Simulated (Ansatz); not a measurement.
Reaction (substitution at a C–C bond): `CCCC(C)CC` + `NB(F)S` → `CSB(N)F` + `CCCC(C)C`

Calculated with Ansatz (gas phase, PBE0-D4/def2-TZVP geometries, no zero-point term in ΔE). CBS: MP2 limit from def2 TZ/QZ plus the TZ coupled-cluster correction, frozen cores. This one scheme is used for every species. Functionals use def2-TZVPP. B3LYP here is the variant with VWN-RPA as its local correlation; programs differ in this. One conformer a species, not always the lowest.

Problem. Is it downhill or uphill in electronic energy at CCSD(T)/CBS, and by how much? (An estimate is asked.)

Solution. Computed: Uphill: ΔE = +10.5 kJ/mol.

Problem. What do these levels give: r2SCAN-D4, PBE0-D4, B3LYP-D4, r2SCAN, HF/def2-TZVPP, MP2/def2-TZVPP, CCSD/def2-TZVPP, CCSD(T)/def2-TZVPP, MP2/def2-QZVPP, SCS-MP2/def2-QZVPP, MP2/CBS(def2), CCSD/CBS(def2)? (An estimate is asked.)

Solution. Ansatz gave: r2SCAN-D4 7.4, PBE0-D4 8.8, B3LYP-D4 7.2, r2SCAN 7.2, HF/def2-TZVPP 11.0, MP2/def2-TZVPP 10.9, CCSD/def2-TZVPP 13.4, CCSD(T)/def2-TZVPP 12.6, MP2/def2-QZVPP 9.6, SCS-MP2/def2-QZVPP 9.4, MP2/CBS(def2) 8.8, CCSD/CBS(def2) 11.3 kJ/mol.

Largest T1 diagnostic among the species: 0.012.
